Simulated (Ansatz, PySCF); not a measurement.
The pair A = H5NSi (SMILES N[SiH3]) (first 7 atoms), B = CH4 (SMILES C); geometry from B3LYP-D3(BJ)/def2-TZVP.
(charge 0, multiplicity 1):
```xyz
12

N      0.9059    -0.3791     0.2064
Si    -0.6519     0.3262    -0.0057
H      1.6797    -0.0661    -0.3585
H      1.2172    -0.6469     1.1268
H     -0.8403     1.6741     0.5991
H     -0.8857     0.4544    -1.4627
H     -1.6618    -0.5685     0.6048
C      0.2074    -0.0987     3.7341
H      1.2576    -0.3896     3.7500
H      0.0990     0.8527     3.2156
H     -0.3793    -0.8627     3.2251
H     -0.1507     0.0041     4.7573
```

Correlated levels freeze the cores. CBS(a, b) extrapolates the correlation energy as X⁻³ and adds the Hartree–Fock energy of set b. MP2 and its Hartree–Fock in aug-cc-pV(T+d)Z are density fitted.

The values were computed with Ansatz (a program for electronic structure) with Gaussian orbitals; PySCF for the dispersion terms. 

The monomers are drawn apart, rigid, along the line of their centres of mass. Counterpoise-corrected interaction energies (kcal/mol):

| level | R = 4.826 Å | R = 5.966 Å |
|---|---|---|
| PBE/def2-TZVPPD | -0.2574 | -0.0546 |
| PBE-D3(BJ)/def2-TZVPPD | -0.6214 | -0.1595 |
| wB97M-V/def2-TZVPPD | -0.4364 | -0.1298 |
| MP2/CBS(aug-cc-pV(D+d)Z, aug-cc-pV(T+d)Z) + ΔCCSD(T)/aug-cc-pV(D+d)Z | -0.4456 | -0.1234 |

### Question
R is the distance of the centres of mass. Find the local exponent m of E ∝ R⁻ᵐ between the two points.

### Answer

m = ln(E₁/E₂)/ln(R₂/R₁): PBE/def2-TZVPPD 7.3; PBE-D3(BJ)/def2-TZVPPD 6.4; wB97M-V/def2-TZVPPD 5.7; MP2/CBS(aug-cc-pV(D+d)Z, aug-cc-pV(T+d)Z) + ΔCCSD(T)/aug-cc-pV(D+d)Z 6.1. For scale, two fixed dipoles give m = 3, dipole and quadrupole 4, quadrupoles 5, and dispersion or dipole-induced dipole 6 at long range; at these distances several terms mix, and what is left of overlap and damping shifts m, so it need not match one of them.
